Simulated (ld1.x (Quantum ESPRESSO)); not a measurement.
## Which change was made? (Co, TM)

```
Element                 : Co (Z = 27)
Generator               : ld1.x (Quantum ESPRESSO) 7.5
Type                    : norm-conserving Troullier–Martins (Kleinman–Bylander form)
Functional              : BLYP
Relativity              : scalar-relativistic
Frozen core             : [Ne]
Valence charge          : 17
Reference configuration : 3s2 3p6 3d8 4s1 4p0
Partial waves           : 3p (bound): rc 0.85 bohr; 3d (bound): rc 0.80 bohr; 3s (bound): rc 1.10 bohr
Local potential         : the s channel
Core correction         : none
```

Occupied shells without a wave of their own: 4s. They enter only through the test configuration that unscreens the potential.

Cutoffs, loose and tight: the cutoffs (Ry, on a coarse ladder) from which the occupation-weighted sum of valence levels, in a spherical-Bessel basis at the reference potential, stays within 10 and 1 mRy of its value at 400 Ry. They do not see the model core or the augmentation charge, which bear on the density cutoff. Test errors are all-electron minus pseudo excitation energies from the reference, over the configurations 3s2 3p6 3d7 4s2 4p0; 3s2 3p6 3d7 4s1 4p0; 3s2 3p6 3d7 4s0 4p0; 3s2 3p6 3d7 4s1.5 4p0; 3s2 3p6 3d7 4s0 4p1; 3s2 3p6 3d7 4s1 4p1; 3s2 3p5 3d7 4s2 4p0; variants that change the core or the reference have their own tests. The largest error is taken over the tests solved by every variant that gives reliable tests at all, those not shown here included: 3s2 3p5 3d7 4s2 4p0; 3s2 3p6 3d7 4s0 4p0; 3s2 3p6 3d7 4s0 4p1; 3s2 3p6 3d7 4s1 4p1; 3s2 3p6 3d7 4s1.5 4p0; 3s2 3p6 3d7 4s2 4p0.

The base gives: outcome: generated, misses its reference levels by 0.36 eV; cutoff, loose: 300 Ry; cutoff, tight: over 300 Ry; bound ghosts: none; largest test error (meV): +921.

Problem. After one change the result is: outcome: generated, misses its reference levels by 1.42 eV; cutoff, loose: 300 Ry; cutoff, tight: over 300 Ry; bound ghosts: none; largest test error (meV): +3075. Which change was it?
A. wave 3s (bound): rc 1.10 bohr becomes 3s (bound): rc 1.32 bohr
B. wave 3s (bound): rc 1.10 bohr becomes 3s (bound): rc 1.48 bohr
C. wave 3s (bound): rc 1.10 bohr becomes 3s (bound): rc 0.92 bohr

Solution. B. The others give: wave 3s (bound): rc 1.10 bohr becomes 3s (bound): rc 1.32 bohr → outcome: generated, misses its reference levels by 0.89 eV; cutoff, loose: 300 Ry; cutoff, tight: over 300 Ry; bound ghosts: none; largest test error (meV): +2104 | wave 3s (bound): rc 1.10 bohr becomes 3s (bound): rc 0.92 bohr → outcome: generated; cutoff, loose: 300 Ry; cutoff, tight: over 300 Ry; bound ghosts: none; largest test error (meV): +261.
